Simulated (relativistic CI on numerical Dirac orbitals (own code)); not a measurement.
# One change at a time: Tm XLIV

Base calculation: Dirac-Coulomb-Breit CI, separate exchange-only KLI orbitals for each configuration, a model potential for QED, unscaled Slater integrals.

CI space (outside the closed core [Ne]): 3s2 3p6 3d8, 3s2 3p5 3d9, 3s2 3p4 3d10, 3s 3p6 3d9, 3p6 3d10, 3s 3p5 3d10, 3s2 3p6 3d7 4s, 3s2 3p6 3d7 4p, 3s2 3p4 3d9 4s, 3s2 3p6 3d7 4d, 3s2 3p4 3d9 4p, 3s2 3p5 3d8 4s, 3s2 3p6 3d7 4f, 3s2 3p4 3d9 4d, 3s 3p5 3d9 4s, 3s2 3p5 3d8 4p. Levels of other configurations are missing.

The lowest level and the first level of each name with at least 55 % of one term (blank where a level has no safe partner in the second run):

| Level | Base (eV) | Shift (eV) |
| --- | --- | --- |
| 3s2 3p6 3d8 3F_4 | 0.00 | 0.00 |
| 3s2 3p6 3d8 3F_3 | 45.83 | +0.19 |
| 3s2 3p6 3d8 3P_1 | 59.14 | -1.03 |
| 3s2 3p6 3d8 1G_4 | 59.88 | -1.32 |
| 3s2 3p6 3d8 3F_2 | 98.10 | -0.23 |
| 3s2 3p5 3d9 3F°_4 | 374.70 | +1.26 |
| 3s2 3p5 3d9 1D°_2 | 383.37 | +0.54 |
| 3s2 3p5 3d9 3D°_3 | 397.60 | -0.71 |
| 3s2 3p5 3d9 3D°_2 | 434.97 | -0.10 |
| 3s2 3p5 3d9 3P°_0 | 441.29 | -0.61 |
| 3s2 3p5 3d9 3F°_3 | 443.79 | -0.98 |
| 3s2 3p5 3d9 3F°_2 | 644.32 | +0.66 |
| 3s2 3p4 3d10 3P_2 | 776.44 | +0.39 |
| 3s2 3p4 3d10 1S_0 | 799.56 | -2.15 |
| 3s 3p6 3d9 3D_3 | 818.79 | -0.11 |
| 3s 3p6 3d9 3D_2 | 829.90 | -1.04 |
| 3s 3p6 3d9 3D_1 | 867.15 | -0.12 |
| 3s 3p6 3d9 1D_2 | 875.00 | -0.90 |
| 3s2 3p4 3d10 3P_1 | 998.61 | +0.01 |
| 3s2 3p4 3d10 1D_2 | 1013.24 | -2.04 |
| 3s 3p5 3d10 3P°_2 | 1195.30 | +0.55 |
| 3s 3p5 3d10 1P°_1 | 1226.94 | -2.44 |

At this charge energies of transitions that change n are usually good to better than 1 %, and those within a shell (Δn = 0) to a few per cent.

Q: One thing was changed in a second run, which moved the levels as shown. Which?
A. QED terms removed
B. non-relativistic limit
C. configuration mixing switched off
D. valence Slater integrals scaled by 0.9
E. Breit term removed

A: D. Valence Slater integrals scaled by 0.9. Scaling acts on the splittings between terms and on the mixing, and leaves the fine structure of pure LS terms nearly alone; in jj coupling it moves the levels of one term differently.

LS names give the leading component of a level, which can be under half, so a name can repeat, a term be missing and a line seem to break the LS rules.
